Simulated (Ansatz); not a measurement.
**Nudged elastic band run: CH₇PSeSi**

The input (input.yaml):

```yaml
crystal:
  periodic: [false, false, false]
  atoms:
    - { symbol: C, position_ang: [0.319763, 2.076989, 0.330491] }
    - { symbol: Se, position_ang: [-0.222668, 0.733393, 1.683876] }
    - { symbol: Si, position_ang: [-0.817662, -0.901791, 0.192585] }
    - { symbol: P, position_ang: [0.990629, -1.557664, -1.032924] }
    - { symbol: H, position_ang: [1.110623, 1.678224, -0.313256] }
    - { symbol: H, position_ang: [-0.546191, 2.380487, -0.267337] }
    - { symbol: H, position_ang: [0.702923, 2.940223, 0.88611] }
    - { symbol: H, position_ang: [-1.435091, -1.987388, 1.018687] }
    - { symbol: H, position_ang: [-1.83091, -0.384424, -0.785755] }
    - { symbol: H, position_ang: [0.28904, -2.625837, -1.692902] }
    - { symbol: H, position_ang: [1.504943, -2.409211, 0.001123] }
basis:
  gaussian: { orbitals: def2-mTZVP }
hamiltonian:
  xc: pbe
  dispersion: d4
neb:
  order_check: false
  images: 7
  f_tol: 0.05
  max_iterations: 60
  initial_path: idpp
  final_atoms:
    - { symbol: C, position_ang: [0.40681641, 1.83766735, 0.1944447] }
    - { symbol: Se, position_ang: [-0.25364689, 0.66956988, 1.65238103] }
    - { symbol: Si, position_ang: [-1.01837166, -1.03066913, 0.31082095] }
    - { symbol: P, position_ang: [0.49857834, -2.11206191, -0.99914055] }
    - { symbol: H, position_ang: [1.22667537, 1.34975638, -0.34350136] }
    - { symbol: H, position_ang: [-0.40583987, 2.0937127, -0.49421577] }
    - { symbol: H, position_ang: [0.77913906, 2.75043504, 0.67205606] }
    - { symbol: H, position_ang: [-1.61611533, -2.02830132, 1.25224901] }
    - { symbol: H, position_ang: [-2.08122269, -0.53556308, -0.62496364] }
    - { symbol: H, position_ang: [1.00442047, -0.91105798, -1.60369314] }
    - { symbol: H, position_ang: [1.52496579, -2.14048693, 0.00426073] }
```

Command:

```bash
$ ansatz run input.yaml --threads 2 --pin off --max-ram 3072MiB --backend cpu --events-out ev --progress --plain --runs-dir out
```

Output, in part (warnings, iteration lines, the closing report on the highest movable image, with atoms numbered from 0):

```
NEB end point (image 0): max|allowed force component| = 1.008e-2 eV/Å (the criterion of neb.relax_end_points is 1.000e-2)
NEB end point (image 8): max|allowed force component| = 1.480e-2 eV/Å (the criterion of neb.relax_end_points is 1.000e-2)
NEB iter   1: max|band force component| = 1.458e0 eV/Å  barrier→ = 1.1363 eV  barrier← = 1.1576 eV  Δτ_max = 0.1925 Å  (264 SCF iters)
NEB iter   2: max|band force component| = 7.662e-1 eV/Å  barrier→ = 0.9581 eV  barrier← = 0.9794 eV  Δτ_max = 0.1130 Å  (207 SCF iters)
NEB iter   3: max|band force component| = 3.329e-1 eV/Å  barrier→ = 0.9225 eV  barrier← = 0.9438 eV  CI = image 4  Δτ_max = 0.0644 Å  (209 SCF iters)
NEB iter   4: max|band force component| = 1.261e-1 eV/Å  barrier→ = 0.9297 eV  barrier← = 0.9510 eV  CI = image 4  Δτ_max = 0.0464 Å  (213 SCF iters)
NEB iter   5: max|band force component| = 7.126e-2 eV/Å  barrier→ = 0.9281 eV  barrier← = 0.9494 eV  CI = image 4  Δτ_max = 0.0585 Å  (212 SCF iters)
NEB iter   6: max|band force component| = 6.293e-2 eV/Å  barrier→ = 0.9267 eV  barrier← = 0.9480 eV  CI = image 4  Δτ_max = 0.0527 Å  (211 SCF iters)
NEB iter   7: max|band force component| = 3.827e-2 eV/Å  barrier→ = 0.9262 eV  barrier← = 0.9475 eV  CI = image 4  Δτ_max = 0.0294 Å  (217 SCF iters)
NEB iter   8: max|band force component| = 7.823e-2 eV/Å  barrier→ = 0.9259 eV  barrier← = 0.9472 eV  CI = image 4  Δτ_max = 0.0466 Å  (32 SCF iters)
NEB iter   9: max|band force component| = 4.458e-2 eV/Å  barrier→ = 0.9257 eV  barrier← = 0.9470 eV  CI = image 4  Δτ_max = 0.0000 Å  (567 SCF iters)
Total energy: -83647.50261956 eV, -3073.9890229553 hartree
Atom 0 at     0.478855     1.951305     0.076837 Å, force     0.005357    -0.002041     0.001594 eV/Å
Atom 1 at    -0.353006     1.052215     1.630689 Å, force     0.007246     0.007138     0.000801 eV/Å
Atom 2 at    -1.032703    -0.838005     0.527069 Å, force    -0.013994    -0.007216    -0.001208 eV/Å
Atom 3 at     0.541919    -1.859178    -0.603714 Å, force    -0.004863     0.001805     0.004585 eV/Å
Atom 4 at     1.112834     1.232738    -0.457142 Å, force    -0.006745    -0.002790    -0.001852 eV/Å
Atom 5 at    -0.291996     2.354293    -0.588488 Å, force     0.002329    -0.000764     0.000084 eV/Å
Atom 6 at     1.092624     2.766724     0.474777 Å, force    -0.002486     0.005296     0.002248 eV/Å
Atom 7 at    -1.650027    -1.669962     1.604828 Å, force     0.000941     0.000529    -0.002898 eV/Å
Atom 8 at    -2.013201    -0.590495    -0.579125 Å, force     0.002536     0.000954     0.004043 eV/Å
Atom 9 at     0.454190    -2.055224    -1.994564 Å, force     0.003664    -0.003198    -0.009571 eV/Å
Atom 10 at     1.725910    -2.401409    -0.070468 Å, force     0.006017     0.000287     0.002172 eV/Å
Dipole moment:     0.129950     0.064003    -0.264868 e Å
```

The run converged. The band force fell under the threshold earlier too, but the program's further tests of the path sent the band on. A vibrational analysis at the climbing image gives one clearly imaginary mode, 657i cm⁻¹: a first-order saddle point.

Final band (atoms are numbered from 1 in the order of the input):

| image | path coordinate (Å) | energy (eV) | height of P4 over the plane of its neighbours (Å) |
| --- | --- | --- | --- |
| 0 | 0.00 | 0.00 | -0.87 |
| 1 | 0.46 | 0.01 | -0.85 |
| 2 | 0.92 | 0.06 | -0.80 |
| 3 | 1.38 | 0.40 | -0.51 |
| 4 | 1.84 | 0.93 | 0.00 |
| 5 | 2.30 | 0.38 | 0.51 |
| 6 | 2.77 | 0.04 | 0.80 |
| 7 | 3.23 | -0.01 | 0.85 |
| 8 | 3.69 | -0.02 | 0.86 |

The run took 2.9 min on 2 threads of Arm Neoverse V1, with other jobs on the host, peak memory 0.18 GiB.
